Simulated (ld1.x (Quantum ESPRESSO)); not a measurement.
Hg: one change to a TM potential, before and after

```
Element                 : Hg (Z = 80)
Generator               : ld1.x (Quantum ESPRESSO) 7.5
Type                    : norm-conserving Troullier–Martins (Kleinman–Bylander form)
Functional              : PBE
Relativity              : scalar-relativistic
Frozen core             : [Kr] 4d10 4f14
Valence charge          : 20
Reference configuration : 5s2 5p6 5d10 6s0 6p0 (charge +2)
Partial waves           : 5p (bound): rc 1.60 bohr; 5d (bound): rc 2.10 bohr; 5f channel at -0.05 Ry: rc 1.85 bohr; 5s (bound): rc 1.10 bohr
Local potential         : the s channel
Core correction         : Bessel-smoothed model core, default radius (core density twice the valence density)
```

Change: wave 5p (bound): rc 1.60 bohr becomes 5p (bound): rc 1.66 bohr.

Cutoffs: the cutoffs (Ry, on a coarse ladder) from which the occupation-weighted sum of valence levels, in a spherical-Bessel basis at the reference potential, stays within 10 and 1 mRy of its value at 400 Ry; they do not see the model core or the augmentation charge, which bear on the density cutoff. Errors are all-electron minus pseudo energies relative to the spin-unpolarised reference configuration.

Problem. What does the change do?

Solution. The potential gets neither clearly harder nor softer (140 Ry and 230 Ry → 140 Ry and 230 Ry); the s channel sets the loose cutoff, while the largest relative change is in p, which becomes softer; the errors of the 7 common tests hardly move; neither file shows a bound ghost.

```tsv
quantity	base	changed
cutoff, loose	140 Ry	140 Ry
cutoff, tight	230 Ry	230 Ry
loose cutoff by channel (10 mRy a level)	p 40 Ry, d 35 Ry, s 120 Ry	p 30 Ry, d 35 Ry, s 120 Ry
bound ghosts	none	none
error for 5s2 5p6 5d10 6s2 6p0, meV [ΔE -29.66 eV]	+707	+707
error for 5s2 5p6 5d10 6s1 6p0, meV [ΔE -18.98 eV]	+427	+427
error for 5s2 5p6 5d9 6s0 6p0, meV [ΔE 35.53 eV]	-6.6	-6.5
error for 5s2 5p6 5d8 6s0 6p0, meV [ΔE 85.28 eV]	-10	-9.6
error for 5s2 5p6 5d10 6s1.5 6p0, meV [ΔE -25.31 eV]	+584	+584
error for 5s2 5p6 5d10 6s0 6p2, meV [ΔE -17.09 eV]	+177	+201
error for 5s2 5p5 5d10 6s2 6p0, meV [ΔE 43.61 eV]	+894	+882
s: phases at 2.31 bohr within 0.05 rad from the reference energy up to (Ry; the scan ends near 5)	n/a	n/a
p: phases at 2.31 bohr within 0.05 rad from the reference energy up to (Ry; the scan ends near 5)	-1.1	-1.2
d: phases at 2.31 bohr within 0.05 rad from the reference energy up to (Ry; the scan ends near 5)	to the end of the scan	to the end of the scan
f: phases at 2.31 bohr within 0.05 rad from the reference energy up to (Ry; the scan ends near 5)	to the end of the scan	to the end of the scan
```
